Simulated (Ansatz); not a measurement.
Born–Oppenheimer molecular dynamics of ClH$_{3}$OZn (6 atoms, charge 0, multiplicity 1). It starts at the highest image of a converged band, a first-order saddle point between two minima.

Computed with RKS PBE/def2-SVP in Ansatz.

```json
{"ensemble": "NVE (velocity Verlet)", "time step": "0.5 fs", "steps asked": "200", "starting velocities drawn for": "300 K", "seed": "7576"}
```

First frame:

```xyz
6
Properties=species:S:1:pos:R:3
Zn -0.768 -0.271 -0.167
Cl 0.272 -0.098 2.086
O -0.083 -0.411 -1.816
H 0.893 -0.419 -1.757
H -2.067 -0.178 0.883
H -1.224 -0.127 1.596
```

Problem. How far do the bonds stretch over the last three quarters of this one trajectory? (Pairs bonded in most of those frames.)

Solution. 
```
   bond  mean (Å)  spread (Å)  shortest  longest
Zn1–Cl2     2.141       0.137      1.95     2.39
 Zn1–O3     1.798       0.045      1.72     1.90
  O3–H4     0.978       0.014      0.95     1.00
  H5–H6     0.779       0.035      0.73     0.86
```

Mean temperature of the second half: 1918 K. The conserved energy stayed within 0.16 meV per atom of its start (net change 0.1 meV per atom), so the integration is sound. The kinetic energy rose, since the run started high on the potential surface and went downhill. It ends in pieces (ClHOZn + H2), so much of that is their flight and rotation, not heat. A run of 0.1 ps of so small a system gives no equilibrium averages. The orbitals stay closed-shell, which can raise the energy where a bond breaks towards radicals; this wasn't checked here.

Run time: 6.9 min on 1 thread of Arm Neoverse V1, with other jobs on the host, peak memory 0.15 GiB.
